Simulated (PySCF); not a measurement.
Breaking a bond: SMILES O=[SiH2] (H2OSi). The O1–Si2 bond (O1 also carries nothing else; Si2 carries H, H) is varied alone, starting from the PBE0/def2-TZVP optimised geometry.

Computed with CCSD(T) on UHF/6-31G, 6 core orbitals frozen in PySCF 2.14.0.

**Question.** Relative to R = 1.61 Å, what are the energies at R = 1.56, 1.68, 1.74, 3.67 Å?

**Answer.** 2.1 kcal/mol at 1.56 Å, 0.8 kcal/mol at 1.68 Å, 4.1 kcal/mol at 1.74 Å, 109.8 kcal/mol at 3.67 Å.

The unrestricted determinant behind UCCSD(T) is spin-contaminated at 1.52 to 5.32 Å (<S²> up to 2.0, against 0.00 for a pure singlet).
